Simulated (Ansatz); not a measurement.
In₉Sb₉, relaxed as a singlet with RKS PBE-D4/def2-SVP in Ansatz, starting from the force-field or lattice model geometry. Force threshold 0.03 eV/Å.

In the def2 sets In, Sb take a core potential; there is no spin–orbit coupling. Single mean-field runs in def2-SVP are fitted with def2-universal-jkfit. The restricted singlet is unstable towards broken spin symmetry in Hartree–Fock (as tested in another run); at PBE-D4/def2-SVP this wasn't settled. Another isomer (singlet) lies 0.87 eV lower at PBE0-D4/def2-SVP; other spin states weren't run for this one.

Start:

```
atom   x (Å)   y (Å)   z (Å)
 In1   2.820  -0.513   4.376
 In2   1.183   4.648  -1.412
 In3   0.493   1.164  -4.320
 In4   1.655   0.331   0.018
 In5  -1.323   1.123   3.392
 In6  -2.510   1.953  -0.968
 In7  -2.010  -2.353   0.496
 In8  -0.864  -3.192   4.864
 In9  -3.146  -1.498  -3.857
Sb10   2.635   2.951   0.267
Sb11   3.104  -1.375   1.680
Sb12   0.087  -0.579   5.077
Sb13   1.963  -0.517  -2.651
Sb14   1.475   3.785  -4.108
Sb15  -2.212   1.105  -3.627
Sb16  -0.562  -4.062   2.185
Sb17  -1.748  -3.226  -2.158
Sb18  -1.041   0.255   0.747
```

(1) Estimate the energy that the relaxation releases and the steps that it takes.

(2) Does the start keep its bonding and symmetry?

(3) Predict the relaxed structure.

Results:

(1) 219.8 kcal/mol, in 46 steps; 3.8 min on 2 threads of AMD EPYC 7R13 on a shared host and a share (18 GiB) of an NVIDIA H100 80GB HBM3. The force fell under the threshold at step 43, but the optimiser went on and released 0.003 eV more. No frequencies were taken in this run, so the end may be a saddle point.

(2) Bonds lost: In4–Sb18, In6–Sb18 (atoms count from 1). Bonds formed: In1–Sb10, In2–Sb13, In2–Sb18, In6–Sb14, In7–Sb11, In8–Sb18, In9–Sb18, Sb11–Sb16 (atoms count from 1). Metal–metal contacts that move far: In2–In4 4.57 to 3.22 Å.

(3) 
```xyz
18

In    1.941    0.207    2.851
In    0.505    1.220   -0.570
In   -0.236    1.953   -3.776
In    2.805   -1.036   -0.437
In   -1.013    2.778    2.368
In   -2.769    2.965   -1.376
In   -0.243   -2.574    0.185
In   -0.790   -1.601    3.315
In   -2.068   -0.724   -2.162
Sb    3.129    1.583    0.707
Sb    2.421   -2.589    2.037
Sb   -0.051    0.679    4.760
Sb    1.309   -0.667   -2.888
Sb    0.150    3.841   -1.707
Sb   -2.992    1.260   -3.921
Sb    0.062   -4.205    2.537
Sb   -0.377   -3.001   -2.629
Sb   -1.782   -0.088    0.705
```
Bond lengths (bridged metal pairs left out): 26 × In–Sb 2.80 to 3.32 Å; 2 × Sb–Sb 2.89 to 2.90 Å.
